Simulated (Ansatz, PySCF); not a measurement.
Here is a job for Ansatz (a quantum-chemistry and plane-wave program).
Ansatz 0.2 input:
```yaml
crystal:
  periodic: [false, false, false]
  atoms:
    - {symbol: Sn, position_ang: [-0.00000000, -0.00000000, -1.39442545]}
    - {symbol: I, position_ang: [0.00000000, 0.00000000, 1.31549570]}
basis:
  gaussian:
    orbitals: def2-SVPD
hamiltonian:
  xc: pbe
magnetization: {spin_polarized: true, initial_magnetization: 1}
accuracy: high
```

Write the same job for PySCF.

One answer among several that fit: 
```python
from pyscf import gto, scf, dft

mol = gto.Mole()
mol.atom = '''
    Sn   -0.000000   -0.000000   -1.394425
    I     0.000000    0.000000    1.315496
'''
mol.basis = 'def2-svpd'
mol.ecp = {'I': 'def2-svpd', 'Sn': 'def2-svpd'}
mol.charge = 0
mol.spin = 1
mol.verbose = 4
mol.build()

mf = dft.UKS(mol)
mf.xc = 'pbe'
mf.grids.atom_grid = (99, 590)
mf.grids.prune = None
mf.kernel()
```

Both were run: Ansatz gave -512.019152 Eh and PySCF -512.019150 Eh, 0.002 mEh apart.
